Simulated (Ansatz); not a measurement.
`[CH3][SnH]([F])[NH]C(C)(C)C`. Total charge 0; spin multiplicity 1. Sn takes the def2 core potential. The structure was optimised at the PBE0-D4/def2-TZVP level. It is one conformer, not always the lowest.

```xyz
22

C     1.648    1.574   -2.447
Sn    1.857    0.659   -0.546
F     3.448   -0.432   -0.669
N     0.461   -0.773   -0.261
C    -0.712   -0.560    0.586
C    -1.350    0.765    0.188
C    -0.362   -0.538    2.075
C    -1.695   -1.696    0.312
H     1.528    0.792   -3.196
H     0.766    2.216   -2.454
H     2.531    2.170   -2.676
H     2.131    1.721    0.772
H     0.907   -1.659   -0.050
H    -2.272    0.940    0.745
H    -0.685    1.610    0.409
H    -1.582    0.773   -0.879
H     0.108   -1.480    2.370
H     0.339    0.271    2.298
H    -1.251   -0.395    2.695
H    -1.964   -1.716   -0.746
H    -2.605   -1.583    0.907
H    -1.246   -2.660    0.567
```

What is the dipole moment at r2SCAN/def2-TZVPP? (Estimate.)

Computed: 2.94 D, with components (-2.55, 1.45, 0.25) D in this frame, pointing from negative to positive charge.

And with PBE, B3LYP, ωB97M-V? (An estimate is asked.)

Ansatz gave: PBE 2.84 D, B3LYP 2.97 D, ωB97M-V 2.96 D.

Give the Mulliken charges with r2SCAN, PBE, B3LYP in def2-TZVPP. (Estimate.)

Ansatz gave: 
```json
{"atom": "C1", "r2SCAN": "-0.48", "PBE": "-0.57", "B3LYP": "-0.59"}
{"atom": "Sn2", "r2SCAN": "1.06", "PBE": "1.01", "B3LYP": "1.13"}
{"atom": "F3", "r2SCAN": "-0.51", "PBE": "-0.47", "B3LYP": "-0.51"}
{"atom": "N4", "r2SCAN": "-0.58", "PBE": "-0.48", "B3LYP": "-0.53"}
{"atom": "C5", "r2SCAN": "0.43", "PBE": "0.28", "B3LYP": "0.31"}
{"atom": "C6", "r2SCAN": "-0.24", "PBE": "-0.29", "B3LYP": "-0.31"}
{"atom": "C7", "r2SCAN": "-0.21", "PBE": "-0.26", "B3LYP": "-0.27"}
{"atom": "C8", "r2SCAN": "-0.19", "PBE": "-0.26", "B3LYP": "-0.27"}
{"atom": "H9", "r2SCAN": "0.11", "PBE": "0.14", "B3LYP": "0.14"}
{"atom": "H10", "r2SCAN": "0.10", "PBE": "0.12", "B3LYP": "0.12"}
{"atom": "H11", "r2SCAN": "0.10", "PBE": "0.13", "B3LYP": "0.13"}
{"atom": "H12", "r2SCAN": "-0.14", "PBE": "-0.15", "B3LYP": "-0.16"}
{"atom": "H13", "r2SCAN": "0.13", "PBE": "0.13", "B3LYP": "0.12"}
{"atom": "H14", "r2SCAN": "0.05", "PBE": "0.08", "B3LYP": "0.08"}
{"atom": "H15", "r2SCAN": "0.04", "PBE": "0.06", "B3LYP": "0.06"}
{"atom": "H16", "r2SCAN": "0.07", "PBE": "0.09", "B3LYP": "0.10"}
{"atom": "H17", "r2SCAN": "0.04", "PBE": "0.07", "B3LYP": "0.08"}
{"atom": "H18", "r2SCAN": "0.05", "PBE": "0.07", "B3LYP": "0.08"}
{"atom": "H19", "r2SCAN": "0.04", "PBE": "0.06", "B3LYP": "0.07"}
{"atom": "H20", "r2SCAN": "0.05", "PBE": "0.08", "B3LYP": "0.09"}
{"atom": "H21", "r2SCAN": "0.04", "PBE": "0.07", "B3LYP": "0.07"}
{"atom": "H22", "r2SCAN": "0.04", "PBE": "0.07", "B3LYP": "0.07"}
```

B3LYP here is the variant with VWN-RPA as its local correlation; programs differ in this.
